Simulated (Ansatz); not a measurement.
BBrH5NSSi, SMILES `NB(S)[SiH2]Br`. The species carries charge 0 and has multiplicity 1.

```tsv
atom	x (Å)	y (Å)	z (Å)
N1	1.278	1.053	-0.434
B2	0.038	0.668	0.057
S3	-1.112	1.924	0.690
Si4	-0.470	-1.277	0.062
Br5	1.226	-2.467	-0.802
H6	1.933	0.375	-0.791
H7	1.607	2.004	-0.472
H8	-2.113	1.098	1.030
H9	-0.720	-1.809	1.427
H10	-1.667	-1.568	-0.768
```

(1) What are the harmonic wavenumbers in cm⁻¹ at PBE0-D4/def2-TZVP (Ansatz, finite differences of forces, unscaled)? (An estimate is asked.)

(2) Is this a minimum?

(3) Give the ideal-gas thermochemistry at 298.15 K and 1 bar (rigid rotor, harmonic oscillator; point group Cs, symmetry number 1).

## Answers

(1) Ansatz gave: 35, 89, 171, 244, 294, 325, 420, 491, 549, 582, 613, 682, 755, 816, 853, 939, 1100, 1363, 1635, 2222, 2228, 2718, 3590, 3688.

(2) Yes, all 24 modes are real.

(3) Zero-point energy 157.9 kJ/mol; H(298) − E = 181.0 kJ/mol; entropy 380.2 J/(mol·K), of which translation 172.9, rotation 122.4, vibration 84.9; G(298) − E = 67.6 kJ/mol. Modes under 100 cm⁻¹ are hindered rotations or soft bends, so the harmonic entropy is rough.
